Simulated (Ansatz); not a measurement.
`C[N](C)[Ag]` + `[SiH3]N[SiH3]` → `[SiH3][N]([SiH3])[Ag]` + dimethylamine at 298.15 K and 1 bar (ligand exchange at the Ag–N bond).

Calculated with Ansatz (gas phase, PBE0-D4/def2-TZVP geometries, no zero-point term in ΔE). CCSD(T)/CBS is the MP2 limit (def2-TZVPP, def2-QZVPP) plus CCSD(T) − MP2 in def2-TZVPP, frozen cores. This one scheme is used for every species. Elements past krypton have def2 core potentials. For Ag outer-core shells are correlated without core-valence functions, which leaves a few kJ/mol of doubt a bond.

```
                species  CCSD(T)/CBS energy (Eh)  H − E (kJ/mol)  S (J/(mol·K))
          `C[N](C)[Ag]`               -281.28985           228.1          322.2
        `[SiH3]N[SiH3]`               -637.10515           192.6          335.6
`[SiH3][N]([SiH3])[Ag]`               -783.41096           168.0          385.6
                  `CNC`               -135.00321           256.9          271.4
```

H − E and S are ideal-gas, rigid-rotor, harmonic terms from PBE0-D4/def2-TZVP. 1 Eh = 2625.50 kJ/mol, R = 8.31446 J/(mol·K).

Task: By hand: ΔE, ΔH, ΔS and ΔG.

Result: ΔE = (-783.41096) + (-135.00321) − (-281.28985) − (-637.10515) = -0.01917 Eh = -50.3 kJ/mol. Δ(H − E) = 168.0 + 256.9 − 228.1 − 192.6 = 4.2, so ΔH = -46.1 kJ/mol. ΔS = 385.6 + 271.4 − 322.2 − 335.6 = -0.8 J/(mol·K). ΔG = -46.1 − 298.15 × (-0.8)/1000 = -45.9 kJ/mol.

Task: By hand: the equilibrium constant, and the temperature at which ΔG would vanish if ΔH and ΔS stayed fixed.

Result: log₁₀ K = −ΔG/(RT ln 10) = 8.0. ΔG = 0 at ΔH/ΔS = 57625 K, far beyond where these terms or the molecules hold.

The number of gas molecules stays the same, so ΔS is small and ΔH decides. A doubt of 5 kJ/mol in ΔE shifts log₁₀ K by 0.9 here. Modes under 60 cm⁻¹, often nearly free rotors, make the harmonic entropy too high. These are equilibria of isolated gas molecules and say nothing of rates. Largest T1 diagnostic: 0.031 (customary marks: 0.02 for closed shells, 0.045 for open ones).
